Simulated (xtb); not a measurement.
Input for xtb: GFN2-xTB on BrFHIn (SMILES [F][InH][Br]), a point of a bond scan (R = 1.565 Å).

```
$ xtb mol.xyz --gfn 2 --sp --chrg 0 --uhf 0
4

In    -0.57248562     0.30095081    -0.56327296
H     -1.87410848    -0.22606744    -1.51617296
F     -0.12732227     1.80047689    -0.59438042
Br     0.85914820    -0.97424994     0.98674182
```

The head of its log:

```
[...]
           -------------------------------------------------
          |                Calculation Setup                |
           -------------------------------------------------



           -------------------------------------------------
          |                 G F N 2 - x T B                 |
           -------------------------------------------------

        Reference                      10.1021/acs.jctc.8b01176
      * Hamiltonian:
        H0-scaling (s, p, d)           1.850000    2.230000    2.230000
        zeta-weighting                 0.500000
      * Dispersion:
        s8                             2.700000
        a1                             0.520000
        a2                             5.000000
        s9                             5.000000
      * Repulsion:
        kExp                           1.500000    1.000000
        rExp                           1.000000
      * Coulomb:
        alpha                          2.000000
        third order                    shell-resolved
        anisotropic                    true
        a3                             3.000000
        a5                             4.000000
        cn-shift                       1.200000
        cn-exp                         4.000000
        max-rad                        5.000000


          ...................................................
          :                      SETUP                      :
          :.................................................:
          :  # basis functions                  25          :
          :  # atomic orbitals                  23          :
          :  # shells                            9          :
          :  # electrons                        18          :
          :  max. iterations                   250          :
          :  Hamiltonian                  GFN2-xTB          :
          :  restarted?                      false          :
          :  GBSA solvation                  false          :
          :  PC potential                    false          :
          :  electronic temp.          300.0000000     K    :
          :  accuracy                    1.0000000          :
          :  -> integral cutoff          0.2500000E+02      :
          :  -> integral neglect         0.1000000E-07      :
          :  -> SCF convergence          0.1000000E-05 Eh   :
          :  -> wf. convergence          0.1000000E-03 e    :
          :  Broyden damping             0.4000000          :
          :  net charge                          0          :
          :  unpaired electrons                  0          :
          ...................................................

 iter      E             dE          RMSdq      gap      omega  full diag
   1    -10.6197152 -0.106197E+02  0.213E+01    3.48       0.0  T
   2    -10.6284458 -0.873055E-02  0.110E+01    4.07       1.0  T
```

Q: Predict the final total energy.

A: -10.5739 hartree.
